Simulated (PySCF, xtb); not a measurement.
BrGeH₃Se, SMILES [GeH3][Se]Br.

Harmonic wavenumbers (cm⁻¹) from GFN2-xTB run with xtb at its own minimum, in rising order: 66, 90, 257, 280, 463, 467, 729, 804, 835, 1928, 2016, 2041.

Q: What does PySCF 2.14.0 with PBE-D3(BJ)/def2-SVP give at its own minimum? (The exact figures need the calculation; the answer reports its results.)

A: 77, 115, 268, 284, 501, 516, 771, 822, 847, 2074, 2100, 2102. Paired by order, the mean absolute difference is 42 cm⁻¹ and the zero-point energies are 14.3 and 15.0 kcal/mol.
